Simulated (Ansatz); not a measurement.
Task: Name a neutral molecule of Br, Cl, Ga and H with HOMO energy (PBE/def2-TZVPP) between -7.45 and -7.15 eV and size of the dipole moment (B3LYP/def2-TZVPP) between 1.45 and 1.75 D (Ansatz, PBE0-D4/def2-TZVP geometry).

Result: `[Cl][GaH][Br]` (-7.35 eV, 1.55 D). Other molecules can fit too; these were computed, each in one conformer that needn't be the lowest.

B3LYP here is the variant with VWN-RPA as its local correlation; programs differ in this.
